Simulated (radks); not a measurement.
Numerical settings for the ruthenium ion Ru2+, [Kr] 4d6. Calculated with a radial shooting solver on a logarithmic mesh with Libxc functionals: scalar-relativistic Kohn-Sham, SCAN, spin-polarised, spherical densities, finite nucleus; open shells are filled with parallel spins first (spin-orbit coupling, left out, can overturn this in heavy ions); meta-GGA in the generalised Kohn-Sham scheme; Fermi nuclear charge, rms radius 4.4809 fm. The defaults (mesh step 0.008 in ln r, mesh end at 40 bohr or more with all orbitals vanishing there, Anderson mixing 0.5 over 9 steps, residual threshold near 1e-9 with the energy settled to 1e-9 hartree or 1e-11 of itself, here a cap of 90 iterations) give E = -4530.851 hartree and 4d at -21.724 eV in 15 iterations. Run on one thread of a shared host, so times are rough (Arm Neoverse V1): 0.21 s of CPU time, 0.21 s wall, 15 iterations on 2198 mesh points. Changes against that run (0 stands for a change within the tolerance of the run):

setting,iterations,converged,E (mhartree),e(4d) (meV),CPU (s)
mesh step in ln r 0.02,13,yes,+18.1,+3.13,0.09
mesh step in ln r 0.08,4,no,diverged,-,0.03
mesh step in ln r 0.005,16,yes,+0.0893,0,0.34
mesh end (bohr) 400,15,yes,-0.175,-0.00745,0.21
mesh end (bohr) 20,15,yes,-0.163,0,0.21
residual threshold 0.1,10,yes,0,-0.294,0.15
residual threshold 1e-16,90,no,0,+0.00336,0.64
mixing 0.01,22,yes,0,+0.00303,0.29
"linear mixing, mixing 0.5",25,yes,0,+0.00316,0.31
"linear mixing, mixing 0.05",90,no,+2.46,-106,1.1
mixing history 2,17,yes,0,0,0.23
iteration cap 3,3,no,+66.7,-1.49e+03,0.06

Settings that end as converged yet miss the energy by more than 1 mhartree: mesh step in ln r 0.02 (+0.0181 hartree). A mesh that ends early acts as a hard wall.
